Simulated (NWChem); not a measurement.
System: SbH2O2Cl; SMILES [OH][Sb]([OH])[Cl]

```xyz
6

Sb    -0.0058    -0.3844     0.3622
Cl    -0.1017     1.9638    -0.1050
O      1.5696    -0.6550    -0.7969
H      1.7738     0.1466    -1.2985
O     -1.3894    -0.9901    -0.8992
H     -1.1909    -0.7644    -1.8185
```
Atoms are numbered in this order, from 1.

Geometry: optimised at PBE0/def2-SVP. Not confirmed as a minimum by frequencies. def2 effective core potentials on Sb; no spin-orbit coupling.

Problem. List the 4 lowest vertical singlet excitations from CAM-B3LYP/def2-SVPD with def2 effective core potentials on Sb, TDA (NWChem).

Solution. 
```
state  energy (eV)  oscillator strength  leading excitation (squared amplitude)
-----  -----------  -------------------  --------------------------------------
S1            6.03                0.082                      HOMO → LUMO (0.82)
S2            6.25                0.003                    HOMO−1 → LUMO (0.87)
S3            6.42                0.015                    HOMO−2 → LUMO (0.83)
S4            6.60                0.075                    HOMO → LUMO+1 (0.73)
```
